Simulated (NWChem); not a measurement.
## GeSiH3ClO (SMILES [SiH3][O][Ge][Cl]): entropy by statistical mechanics

A singlet with charge 0, relaxed at B3LYP-D3(BJ)/6-31G*/LANL2DZ (core potential, spherical functions) (NWChem 7.3.0):

```xyz
7

Si    0.3467   -2.2044    0.0001
O    -0.7685   -0.9462    0.0001
Ge   -0.8086    0.8128    0.0005
Cl    1.4493    1.2211   -0.0010
H    -0.4250   -3.4715    0.0031
H     1.1945   -2.1394   -1.2158
H     1.1983   -2.1361    1.2133
```

Harmonic wavenumbers in cm⁻¹: 88, 101, 120, 231, 330, 489, 724, 727, 924, 956, 965, 1000, 2267, 2276, 2276.

Masses in u: Si 28.085, O 15.999, Ge 72.63, Cl 35.45, H 1.008. Take T = 298.15 K, p = 1 bar, R = 8.3145 J/(mol K), kT/hc = 207.22 cm⁻¹, rigid rotor and harmonic oscillator.

Work out S° at 298 K.


1. Translation (Sackur–Tetrode): S = R[3/2 ln M + 5/2 ln T − 1.1517] with M = 155.188 gives 171.8 J/(mol K).
2. Rotation: principal moments 140.368, 274.053, 408.474 u Å² give A, B, C = 0.1201, 0.0615, 0.0413 cm⁻¹; the symmetry number is σ = 1; q = (√π/σ)√((kT/hc)³/ABC) = 302718; S = R(ln q + 3/2) = 117.4.
3. Vibration: with u = ν̃/207.22, each mode gives R[u/(eᵘ − 1) − ln(1 − e⁻ᵘ)]; the sum is 63.0, most from 88 cm⁻¹ (15.5), 101 cm⁻¹ (14.4), 120 cm⁻¹ (13.0).
4. Spin: R ln 1 = 0.0.
5. Sum: 171.8 + 117.4 + 63.0 + 0.0 = 352.2 J/(mol K).

No measured value is set beside it here. Where a soft mode is a torsion, a harmonic oscillator describes it poorly. One conformer is counted; others would raise S.
